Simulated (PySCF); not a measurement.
Molecular orbitals of BiB⁺

r²SCAN at R = 2.278 Å; basis Bi def2-SVPD with ECP60, B def2-SVPD; scalar-relativistic core potentials; PySCF 2.14. State: ⁴Σ⁻ (quartet), unpaired electrons σ ↑, π ↑↑. Only the outer orbitals are listed, counted within each symmetry, core potentials removing the inner ones.

```
spin  orbital  occ.  ε (eV)  on Bi (%)           main shells (%)
   α       5σ     1  -22.98         89                   87 Bi s
   α       6σ     1  -16.85         30  71 B s, 18 Bi p, 10 Bi s
   α       7σ     1  -12.58         36   52 B p, 35 Bi p, 12 B s
   α       3π     1  -12.41         71           70 Bi p, 27 B p
   α       3π     1  -12.41         71           70 Bi p, 27 B p
   α       4π     0   -9.34         30           71 B p, 29 Bi p
   α       4π     0   -9.34         30           71 B p, 29 Bi p
   α       8σ     0   -5.55         63  51 Bi p, 34 B p, 12 Bi d
   β       5σ     1  -21.36         83           83 Bi s, 11 B s
   β       6σ     1  -15.06         35  61 B s, 23 Bi p, 12 Bi s
   β       3π     0  -10.23         65           65 Bi p, 32 B p
   β       3π     0  -10.23         65           65 Bi p, 32 B p
   β       7σ     0   -9.29         33   35 B s, 33 Bi p, 32 B p
```

Task: Which are the highest filled and the lowest empty level, where do they sit, and how wide is the gap?

Result: Highest filled α 3π at -12.41 eV (in %: 70 Bi p, 27 B p); lowest empty β 3π at -10.23 eV (in %: 65 Bi p, 32 B p); the gap at r²SCAN is 2.18 eV. Both belong to one degenerate shell, split only by its one-sided filling, so this is no excitation gap.

| Item | Value |
| --- | --- |
| bond order (Mayer) | 1.66 |
| ⟨S²⟩ | 3.756 |
| charge on Bi (Mulliken, basis-dependent) | 0.86 |
| charge on Bi (Löwdin, basis-dependent) | 0.99 |
| dipole moment (positive dipole points towards B; it is taken about the centre of mass and depends on that origin) | 2.04 D |

These are scalar-relativistic numbers at best; spin–orbit coupling would shift them, the dissociation energy most. The state was picked by a PBE0 search and need not be the measured ground state.
